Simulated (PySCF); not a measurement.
Electron correlation in Ar²⁺ (argon, charge +2)

[Ne] 3s2 3p4, high-spin 3P determinant. Calculation: PySCF 2.14, in cc-pVTZ-DK; scalar relativity by spin-free X2C-1e. Frozen: [Ne]; 6 electrons correlated.

MP2 pair energies summed by pair of shells (mhartree):

```tsv
pair	energy	share (%)
3p-3p	-61.22	47.1
3s-3p	-59.10	45.5
3s-3s	-9.64	7.4
```

Total MP2 correlation energy: -129.96 mhartree.

Same-spin part -29.80 and opposite-spin part -100.16 mhartree; SCS-MP2 scales them by 1/3 and 6/5 to -130.13 mhartree.

| level | correlation energy (mhartree) |
| --- | --- |
| CCSD | -155.00 |
| (T) | -3.85 |
| CCSD(T) | -158.85 |

Diagnostics: T1 = 0.0074, D1 = 0.0239, largest double amplitude 0.053.

Cost of the coupled-cluster step: 0.36 s of wall time on 1 thread of Neoverse-V1 (shared host), for 6 correlated electrons.
